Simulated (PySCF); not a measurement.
Electron correlation in Tm(3+) (thulium, charge +3)

[Xe] 4f12, one real determinant. Computed with PySCF 2.14 in x2c-TZVPPall (11s7p7d4f2g, 113 functions), with the spin-free X2C one-electron Hamiltonian (Gaussian nucleus). Frozen: [Kr] 4d10; 20 electrons correlated.

MP2 pair energies summed by pair of shells (mhartree):

```csv
pair,energy,share (%)
4f-4f,-456.84,51.5
4f-5p,-222.23,25.0
5p-5p,-121.13,13.7
4f-5s,-50.06,5.6
5s-5p,-30.94,3.5
5s-5s,-6.09,0.7
```

Total MP2 correlation energy: -887.28 mhartree.

Same-spin part -339.32 and opposite-spin part -547.96 mhartree; SCS-MP2 scales them by 1/3 and 6/5 to -770.66 mhartree.

The reference is one real determinant that mixes LS terms of this configuration.
